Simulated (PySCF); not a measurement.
Isomers of C3H13ClSi4, one GFN2-xTB conformer each. Single-point energies are computed at PBE0/pcSseg-1 (PySCF, gas phase, no added dispersion term), electronic only.

Question: Rank them by PBE0/pcSseg-1 energy, lowest first (kJ/mol).
A. `[CH2:1]=[CH:2][CH2:3][Si@H:4]([Cl:5])[SiH:6]([SiH3:7])[SiH3:8]` with C1–C2–C3–Si4 102°, C2–C3–Si4–Cl5 66°, C3–Si4–Si6–Si7 -52°
B. `[Cl:1][CH2:2][CH2:3][CH:4]1[SiH2:5][SiH2:6][SiH2:7][SiH2:8]1` with Cl1–C2–C3–C4 61°, C2–C3–C4–Si5 61°, C3–C4–Si5–Si6 164°, C4–Si5–Si6–Si7 -17°, Si5–Si6–Si7–Si8 -2°, Si6–Si7–Si8–C4 22°

Answer: A (0.0), B (42.7).

As drawn, the lower has a C=C bond outside aromatic rings, which the higher lacks. GFN2-xTB itself gives, in the same order: 0.0, 58.8. Both levels put the same isomer lowest.

Which frontier levels, dipoles and rotational constants go with these structures?

```tsv
SMILES	HOMO (eV, PBE0/pcSseg-1)	LUMO (eV)	dipole (D)	A, B, C (MHz)
C=CC[Si@H](Cl)[SiH]([SiH3])[SiH3]	-7.33	-0.77	1.40	827.2, 638.1, 409.8
ClCCC1[SiH2][SiH2][SiH2][SiH2]1	-7.94	-1.06	1.49	1394, 454.1, 393.0
```

As an exercise, what shares would exp(−E/RT) give at 1000 K from these electronic energies alone (no entropy, no degeneracies)?

RT = 8.314 kJ/mol: C=CC[Si@H](Cl)[SiH]([SiH3])[SiH3] 99.4 %, ClCCC1[SiH2][SiH2][SiH2][SiH2]1 0.6 %.
